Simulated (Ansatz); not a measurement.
```xyz
2

P    -0.0066    0.0061   -0.9499
P    -0.0068   -0.0030    0.9388
```

Basis set: STO-3G (spherical functions). Left uncorrelated: 10 orbitals. Charge 0, multiplicity 1.

Computed with Ansatz (development build ahead of 0.2.0); each method stands on the lowest determinant of its kind that the runs found. Restricted open shells among the atoms or ions are ROHF, correlated in semicanonical orbitals with singles.

The atomization energy at this shape (free ground-state atoms in the same class of orbitals less the molecule, no zero-point energy) of singlet P₂:

```json
{"method": "RHF-MP2", "atomization energy": "4.71 eV"}
```

(1) What does RHF give?

Results:

(1) 0.52 eV.

This basis has no polarisation functions and is too small for such energies, which can lie far from measured ones in either direction.
